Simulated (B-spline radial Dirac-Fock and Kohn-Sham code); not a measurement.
# Energy-loss ionisation edge L3 (2p3/2) of Pr

System: the free praseodymium atom, configuration 1s2 2s2 2p6 3s2 3p6 3d10 4s2 4p6 4d10 4f3 5s2 5p6 6s2. The computed values come from a B-spline atomic structure program: the first Born approximation with generalised oscillator strengths from a Dirac-Hartree-Slater potential (longitudinal and transverse terms; continuum final states only, so no white lines or fine structure). The edge is taken at 5964.0 eV (tabulated value).

Edge shape dσ/dE in barn per eV:

| E − edge (eV) | 80 kV, 20 mrad | 120 kV, 5 mrad | 300 kV, 50 mrad |
| --- | --- | --- | --- |
| 1 | 0.0269 | 0.00295 | 0.164 |
| 3 | 0.0260 | 0.00285 | 0.158 |
| 6 | 0.0256 | 0.00281 | 0.157 |
| 10 | 0.0257 | 0.00281 | 0.157 |
| 15 | 0.0257 | 0.00280 | 0.158 |
| 20 | 0.0254 | 0.00278 | 0.157 |
| 30 | 0.0249 | 0.00272 | 0.154 |
| 40 | 0.0247 | 0.00270 | 0.153 |
| 50 | 0.0247 | 0.00269 | 0.153 |
| 65 | 0.0245 | 0.00267 | 0.153 |
| 80 | 0.0242 | 0.00263 | 0.151 |
| 100 | 0.0238 | 0.00259 | 0.150 |
| 125 | 0.0234 | 0.00254 | 0.148 |
| 150 | 0.0229 | 0.00249 | 0.146 |
| 200 | 0.0220 | 0.00238 | 0.141 |
| 250 | 0.0211 | 0.00228 | 0.137 |
| 300 | 0.0202 | 0.00218 | 0.133 |

For the first setting the maximum lies 1 eV above the edge. The intensity 300 eV above the edge is 75 % of the maximum.
